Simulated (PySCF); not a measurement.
NbO2, SMILES [O]=[Nb]=[O] (connectivity only; charge and spin as stated), neutral, multiplicity 2. Coordinates come from a B3LYP-D3(BJ)/def2-TZVP optimisation. The spin state was assumed, not searched. The def2 effective core potentials stand for the cores of Nb; spin–orbit coupling is left out.

Computed with B3LYP-D3(BJ)/def2-TZVP (PySCF).

Harmonic wavenumbers (cm⁻¹): 354, 959, 1011. Rotational constants (GHz): 19.60, 8.531, 5.944; symmetry number 2.

Problem. Work out the zero-point energy and the ideal-gas rigid-rotor harmonic-oscillator thermochemistry at 298.15 K and 1 atm.

Solution. ZPE = ½ Σ hcν = ½ × 2323 cm⁻¹ = 13.90 kJ/mol. H − E(el) = 24.96 kJ/mol. Entropy in J/(mol K): translation 168.95, rotation 91.71, vibration 5.65, spin 5.76, total 272.07. G − E(el) = -56.16 kJ/mol. Cp = 43.12 J/(mol K).
